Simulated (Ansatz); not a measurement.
Cost and result for the atomization energy of CH₅GeS, SMILES `[CH3][GeH][SH]` radical (8 atoms, 7 bonds).

```xyz
8

C     0.297    0.965    0.510
Ge    0.265   -0.992    0.319
S    -0.789   -1.569   -1.560
H    -0.728    1.340    0.491
H     0.861    1.416   -0.306
H     0.765    1.233    1.458
H    -0.598   -1.651    1.428
H    -0.073   -0.741   -2.339
```

Total charge 0; spin multiplicity 2. Correlated methods include outer-core shells of Ge, which these sets cover unevenly. Scalar relativity is left out up to krypton. The structure was optimised at the PBE0-D4/def2-TZVP level. It is one conformer, not always the lowest. Program: Ansatz. All runs use 4 threads of a server CPU on a shared host. Times are those of one run each, without the atoms' runs, and a repeat can differ threefold. Electronic energies, without spin–orbit coupling; frozen cores. CCSD(T)/CBS adds CCSD(T) − MP2 in def2-TZVPP to the MP2 limit, and its time is that of the two runs behind it. T1 = 0.013; ⟨S²⟩ of the reference is 0.76. With those shells the extrapolation isn't a true limit. B3LYP takes the VWN-RPA correlation (the form of Gaussian; ORCA's B3LYP/G). HSE06 is the plane-wave form, built on full-range PBE exchange.

CCSD(T)/CBS is a level of theory with its own doubt, some kJ/mol a heavy atom from the limit and from the frozen cores, so smaller differences don't rank the functionals.

```csv
level,functions,wall time
BLYP-D4/def2-TZVPP,191,3.1 s
revPBE-D4/def2-TZVPP,191,3.2 s
HSE06-D4/def2-TZVPP,191,6 s
PBE0-D4/def2-TZVPP,191,6 s
BHLYP-D4/def2-TZVPP,191,7 s
B3LYP-D4/def2-TZVPP (with forces),191,7.5 s
PBE-QIDH/def2-TZVPP,191,8 s
r2SCANh-D4/def2-TZVPP,191,8.6 s
CCSD(T)/def2-SVP,89,11 s
B2PLYP/def2-TZVPP,191,11 s
MP2/def2-QZVPP,366,27 s
CCSD(T)/def2-TZVPP,191,2.7 min
CCSD(T)/CBS(def2),–,3.2 min
```

(1) What atomization energy does each give, and how far from CCSD(T)/CBS? (Estimate.)

Answers

(1) Ansatz gave: 
```
                            level  atomization (kJ/mol)  difference from CCSD(T)/CBS  per bond
               BLYP-D4/def2-TZVPP                2459.3                        -20.4      -2.9
             revPBE-D4/def2-TZVPP                2457.1                        -22.6      -3.2
              HSE06-D4/def2-TZVPP                2482.2                          2.5       0.4
               PBE0-D4/def2-TZVPP                2480.8                          1.1       0.2
              BHLYP-D4/def2-TZVPP                2423.3                        -56.4      -8.0
B3LYP-D4/def2-TZVPP (with forces)                2474.7                         -5.0      -0.7
              PBE-QIDH/def2-TZVPP                2466.4                        -13.3      -1.9
            r2SCANh-D4/def2-TZVPP                2488.5                          8.8       1.3
                 CCSD(T)/def2-SVP                2319.8                       -159.9     -22.8
                B2PLYP/def2-TZVPP                2445.0                        -34.7      -4.9
                   MP2/def2-QZVPP                2459.5                        -20.2      -2.9
               CCSD(T)/def2-TZVPP                2427.7                        -52.0      -7.4
                CCSD(T)/CBS(def2)                2479.7                          0.0       0.0
```

The D4 term adds +24.9 kJ/mol with B3LYP and +12.9 kJ/mol with PBE0; it sums over pairs of atoms, weighted by their polarisabilities, and B3LYP, whose exchange is more repulsive, gets the larger term. From BLYP to BHLYP (50 % exact exchange), in def2-TZVPP and without D4, the atomization energy moves by −23.5 kJ/mol: exact exchange takes away binding that semilocal exchange gives to molecules. In def2-TZVPP, CCSD(T) changes the Hartree–Fock value by +606.0 kJ/mol (the triples alone add +33.4 kJ/mol) and MP2 by +607.9 kJ/mol; breaking electron pairs costs correlation energy, which Hartree–Fock lacks.
